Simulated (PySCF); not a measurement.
Species: [TaOF4]- (charge -1 and singlet state).
Bonds: Ta1–O2, Ta1–F3, Ta1–F4, Ta1–F5, Ta1–F6.

The calculation used PySCF 2.14.0, density-fitted response routines, TDDFT PBE0/def2-SVPD, vertical, gas phase, core orbitals frozen in the response, def2 core potentials past Kr. Isolated species at its PBE0-D3(BJ)/def2-SVP geometry, gas phase. Spin–orbit coupling is left out.

Broadening: Gaussians 0.3 eV wide at half height, area fixed by f = 4.319×10⁻⁹ ∫ε dν̃. The cross-section is σ = 3.8235×10⁻²¹ ε cm², given in Mb (10⁻¹⁸ cm²). The width is an assumption, not a result. The curve ends short of the highest state used, and states not computed would add to its high-energy end.

(E (eV), σ (Mb)): (5.97, 0.00), (6.04, 0.02), (6.11, 0.07), (6.18, 0.22), (6.25, 0.53), (6.32, 0.95), (6.39, 1.26), (6.46, 1.24), (6.53, 0.90), (6.60, 0.48), (6.67, 0.19), (6.74, 0.06), (6.81, 0.01), (6.88, 0.00), (6.95, 0.00), (7.02, 0.00), (7.09, 0.00), (7.16, 0.02), (7.23, 0.10), (7.30, 0.41), (7.37, 1.27), (7.44, 2.88), (7.51, 4.86), (7.58, 6.06)

(1) Where are the band maxima, and which computed states make them?

(2) On this curve, what absorbance would a 10⁻⁵ mol/L sample give at 193 nm over a 1 cm path?

(3) Coming from long wavelengths, where does ε first pass 100 L mol⁻¹ cm⁻¹?

Answers

(1) 193 nm (6.42 eV), ε about 340, made up of S1 (50%) and S2 (50%) (ε in L mol⁻¹ cm⁻¹; maxima over ε = 5, shares over 10%). At its high-energy end, 7.58 eV, the curve is still rising (ε about 1600, from S5 and S6). The states used: S1 6.42 eV (f 0.0019); S2 6.42 eV (f 0.0019); S3 6.95 eV (f 0.0000); S4 7.48 eV (f 0.0000); S5 7.60 eV (f 0.0089); S6 7.60 eV (f 0.0089); S7 7.70 eV (f 0.0000); S8 7.72 eV (f 0.0000); S9 8.18 eV (f 0.0076).

(2) 193 nm is 6.424 eV, where ε is about 340 L mol⁻¹ cm⁻¹, so A = ε c l ≈ 0.0034 (Beer–Lambert, with the gas-phase spectrum and the assumed width).

(3) At about 199 nm (6.22 eV), 0.20 eV below S1.

No detachment energy is given for this anion; states above it aren't bound, and a finite basis only mimics them.

Time: 19 s wall, 14 s CPU. Hardware: one thread, x86-64 server, shared host.
